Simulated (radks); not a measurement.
Results of a calculation; reference values are marked as such.
Radial electron density D(r) = 4 pi r^2 rho(r) of an atom or ion with 44 electrons. Level of theory: scalar-relativistic Kohn-Sham, PBEsol, spin-polarised, spherical densities, point nucleus (a radial shooting solver on a logarithmic mesh with Libxc functionals).

r (bohr)  D(r) (e/bohr)  spin D(r)
0.005809          17.96  -0.000207
0.00781           26.40  -0.000303
0.0105            36.54  -0.000419
0.01412           46.77  -0.000543
0.01883           54.01  -0.000657
0.02531           55.72  -0.000768
0.03403           51.62  -0.000834
0.04576           47.63  -0.000294
0.06152           52.26    0.00376
0.08271           64.70     0.0205
0.1112            69.26     0.0678
0.1495            56.33      0.160
0.201             44.90      0.265
0.2681            51.07      0.280
0.3605            52.05      0.131
0.4846            31.33   -0.00638
0.6516            14.78      0.239
0.876             14.00      0.875
1.178             12.67       1.30
1.583             7.120       1.11
2.129             3.019      0.636
2.862             1.149      0.251
3.818            0.3831     0.0654
5.133           0.09202    0.00715
6.901           0.01479  -0.000961
9.278          0.001367  -0.000364

What is the nuclear charge?

Answer. Z = 44. The innermost maximum, from 1s, lies near gamma/Z bohr with gamma = sqrt(1 - (Z/c)^2) = 0.947, here 0.0215 bohr (found: 0.0236), and its height grows with Z. The density is that of neutral ruthenium in [Kr] 4d8; the configuration itself is not fixed sharply by these data, and Z only to a few units. D(r) has 4 maxima, at r = 0.0236, 0.103, 0.317, 0.964 bohr, and minima at 0.0469, 0.206, 0.752 bohr, inside which lie 2.02, 11.11, 29.15 electrons.
